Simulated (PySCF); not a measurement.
Si(F)2(SiH3)2 (F₂H₆Si₃), SMILES F[Si](F)([SiH3])[SiH3].

Coordinates come from a TPSSh-D3(BJ)/def2-SVP optimisation.

All values below come from TPSSh-D3(BJ)/def2-SVP in PySCF.

Frequencies are harmonic and unscaled.

| mode | ν (cm⁻¹) | IR (km/mol) | Raman (Å⁴/amu) | depolarisation | moving atoms (share of kinetic energy) |
|---|---|---|---|---|---|
| 1 | 86 | 0.0 | 0.0 | – | H 98 % |
| 2 | 89 | 0.3 | 1.1 | 0.45 | Si 64 %, H 20 %, F 16 % |
| 3 | 94 | 0.0 | 0.0 | – | H 94 % |
| 4 | 131 | 0.0 | 0.5 | 0.75 | F 78 %, Si 12 %, H 10 % |
| 5 | 138 | 4.4 | 0.2 | 0.75 | F 44 %, Si 36 %, H 20 % |
| 6 | 206 | 32.8 | 1.0 | 0.75 | F 50 %, Si 37 %, H 13 % |
| 7 | 268 | 14.4 | 8.5 | 0.20 | F 61 %, Si 35 % |
| 8 | 378 | 9.8 | 23.7 | 0.18 | Si 62 %, F 27 %, H 11 % |
| 9 | 425 | 7.2 | 8.6 | 0.75 | H 60 %, Si 39 % |
| 10 | 496 | 0.0 | 11.8 | 0.75 | H 86 %, Si 12 % |
| 11 | 537 | 32.1 | 5.1 | 0.75 | H 78 %, Si 15 % |
| 12 | 542 | 14.3 | 14.3 | 0.74 | H 77 %, Si 17 % |
| 13 | 570 | 112.0 | 0.5 | 0.75 | Si 67 %, H 30 % |
| 14 | 833 | 164.4 | 2.8 | 0.63 | F 50 %, Si 32 %, H 18 % |
| 15 | 867 | 358.7 | 6.7 | 0.75 | H 88 %, Si 12 % |
| 16 | 904 | 13.4 | 1.0 | 0.74 | H 74 %, Si 16 %, F 10 % |
| 17 | 912 | 25.1 | 0.1 | 0.75 | F 44 %, Si 39 %, H 17 % |
| 18 | 938 | 0.0 | 50.7 | 0.75 | H 97 % |
| 19 | 944 | 22.8 | 0.1 | 0.75 | H 97 % |
| 20 | 947 | 127.1 | 4.5 | 0.75 | H 81 %, Si 11 % |
| 21 | 949 | 71.3 | 45.4 | 0.74 | H 96 % |
| 22 | 2243 | 61.7 | 0.6 | 0.75 | H 99 % |
| 23 | 2247 | 35.6 | 456.6 | 0.01 | H 99 % |
| 24 | 2254 | 0.0 | 24.0 | 0.75 | H 96 % |
| 25 | 2257 | 164.0 | 158.3 | 0.75 | H 96 % |
| 26 | 2262 | 67.3 | 114.1 | 0.75 | H 96 % |
| 27 | 2263 | 97.5 | 234.1 | 0.52 | H 96 % |
